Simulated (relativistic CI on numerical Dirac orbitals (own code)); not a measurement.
# Electric-dipole transitions in Sn XXXIX

These numbers are calculated, not measured: Dirac-Coulomb-Breit CI, separate exchange-only KLI orbitals for each configuration, a model potential for QED, unscaled Slater integrals (own radial code, finite nucleus).

CI space (outside the closed core [Ne]): 3s2, 3s 3p, 3p2, 3s 3d, 3d2, 3p 3d, 3p 4s, 3d 4s, 3s 4s, 3s 4p, 3s 4d, 3s 4f, 3s 5s, 3s 5p, 3s 5d, 3s 5f. Levels of other configurations are missing.

```csv
λ vac (Å),Lower,Upper,A (s⁻¹),E lower (Ry),E upper (Ry)
7.3010,3s 3p 3P°_2 [4],3s 5d 3D_3 [66],9.60e+12,10.025,134.840
7.9054,3s 3d 3D_3 [11],3s 5f 3F°_4 [70],1.31e+13,20.648,135.919
9.8448,3s 3p 3P°_1 [3],3s 4d 3D_2 [45],1.34e+13,6.240,98.803
10.223,3s 3p 3P°_2 [4],3s 4d 3D_3 [46],1.76e+13,10.025,99.163
10.425,3s 3p 1P°_1 [5],3s 4d 1D_2 [47],1.58e+13,11.853,99.263
11.185,3s 3d 3D_1 [9],3s 4f 3F°_2 [48],3.09e+13,19.707,101.180
11.211,3s 3d 3D_2 [10],3s 4f 3F°_3 [49],3.07e+13,19.950,101.235
11.280,3p2 3P_2 [12],3s 4f 1F°_3 [51],1.74e+13,20.960,101.749
11.293,3s 3d 3D_3 [11],3s 4f 3F°_4 [50],3.64e+13,20.648,101.344
11.570,3s 3d 1D_2 [13],3s 4f 1F°_3 [51],1.38e+13,22.985,101.749
24.591,3s 4d 3D_2 [45],3s 5f 3F°_3 [69],5.04e+12,98.803,135.860
24.780,3s 4d 1D_2 [47],3s 5f 1F°_3 [71],5.45e+12,99.263,136.038
24.792,3s 4d 3D_3 [46],3s 5f 3F°_4 [70],6.01e+12,99.163,135.919
66.465,3s 3p 3P°_1 [3],3s 3d 3D_2 [10],1.70e+11,6.240,19.950
76.878,3s2 1S_0 [1],3s 3p 1P°_1 [5],1.88e+11,0.000,11.853
80.977,3s 3d 3D_2 [10],3p 3d 3D°_3 [21],1.14e+11,19.950,31.204
81.861,3s 3p 1P°_1 [5],3s 3d 1D_2 [13],2.10e+11,11.853,22.985
85.779,3s 3p 3P°_2 [4],3s 3d 3D_3 [11],7.32e+10,10.025,20.648
86.952,3s 3d 3D_3 [11],3p 3d 3F°_4 [20],8.63e+10,20.648,31.128
91.844,3s 3d 1D_2 [13],3p 3d 1F°_3 [25],1.59e+11,22.985,32.907
```

Terms are leading LS components. Brackets give the number of a level in order of energy, since labels repeat. The list gives strong lines, with weight on those to low levels, without lines whose two gauges differ by over a factor of 2.5. Levels whose partners in the same complex of configurations lie outside the list can be far off, and so can their lines. Rates are taken at the computed energies, electric ones in the length gauge.

At this charge energies of transitions that change n are usually good to better than 1 %, and those within a shell (Δn = 0) to a few per cent.

(1) From the table, what is the radiative lifetime of 3s 5f 3F°_4?

Results:

(1) The listed rates from this level add up to about 1.91e+13 s⁻¹, 100 % of its decay; with all channels τ = 5.24e-14 s.

LS names give the leading component of a level, which can be under half, so a name can repeat, a term be missing and a line seem to break the LS rules.
